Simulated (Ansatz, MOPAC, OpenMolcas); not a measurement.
**CH3BFN (SMILES BN=CF): methods side by side**

CH3BFN has 7 atoms, charge 0, and is taken as a singlet. As SMILES, `BN=CF`. Geometry: relaxed at PBE0-D4/def2-TZVP.

```xyz
7

B    -0.4805    1.0898    0.5709
N     0.0186   -0.0084   -0.0665
C     0.4668   -1.0069   -0.6117
F     0.7399   -2.1320    0.0607
H     0.2844    1.8971    1.0099
H    -1.6663    1.2142    0.6598
H     0.6982   -1.1220   -1.6690
```

Quantity: the HOMO–LUMO gap, in eV. The values are calculated.

```
                level                    kind     program  value (eV)   CPU time
                  PM3          semi-empirical       MOPAC       11.40  under 2 s
       HF/aug-cc-pVDZ            Hartree–Fock      Ansatz       12.61      5.6 s
    SVWN5/aug-cc-pVDZ                     LDA  OpenMolcas        5.49       47 s
      PBE/aug-cc-pVDZ                     GGA  OpenMolcas        5.61       71 s
     TPSS/aug-cc-pVDZ                meta-GGA  OpenMolcas        5.93       89 s
   M06-2X/aug-cc-pVDZ         hybrid meta-GGA  OpenMolcas        9.72       80 s
CAM-B3LYP/aug-cc-pVDZ  range-separated hybrid      Ansatz       10.13       11 s
    wB97X/aug-cc-pVDZ  range-separated hybrid      Ansatz       12.04       29 s
   B2PLYP/aug-cc-pVDZ           double hybrid  OpenMolcas        9.99       48 s
```

The values span 5.49 to 12.61 eV. Orbital gaps aren't excitation energies, and those of double hybrids come from the SCF part alone; they tend to grow with the share of exact exchange. Times are those of the runs behind each value, whatever else they computed, on shared processors of several kinds: orders of magnitude only.
